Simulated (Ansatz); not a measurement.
Mulliken charges of CH₄OSSi, SMILES `O=C([SiH3])S` from ωB97M-V/def2-TZVPP in Ansatz (PBE0-D4/def2-TZVP geometry).

| atom | x (Å) | y (Å) | z (Å) | charge (e) |
| --- | --- | --- | --- | --- |
| O1 | -0.419 | -0.636 | 1.647 | -0.269 |
| C2 | -0.257 | -0.513 | 0.464 | 0.087 |
| Si3 | 0.523 | 1.083 | -0.284 | 0.172 |
| S4 | -0.707 | -1.766 | -0.725 | -0.099 |
| H5 | 0.605 | 0.965 | -1.761 | -0.006 |
| H6 | -0.347 | 2.217 | 0.106 | -0.004 |
| H7 | 1.872 | 1.229 | 0.310 | -0.004 |
| H8 | -1.178 | -2.636 | 0.188 | 0.123 |

By hand: the dipole of these point charges (1 e Å = 4.8032 D).

Σ q r = (0.096, 0.144, -0.348) e Å, of length 0.389 e Å = 1.87 D.

How does the dipole of the full density compare? (An estimate is asked.)

Computed: (0.053, 0.059, -0.298) e Å, 1.48 D; the point charges give 1.26 times that, at 12° from its direction.

Point charges leave out the atoms' own dipoles, such as those of lone pairs, and Mulliken's split depends on the basis, so the two needn't agree.
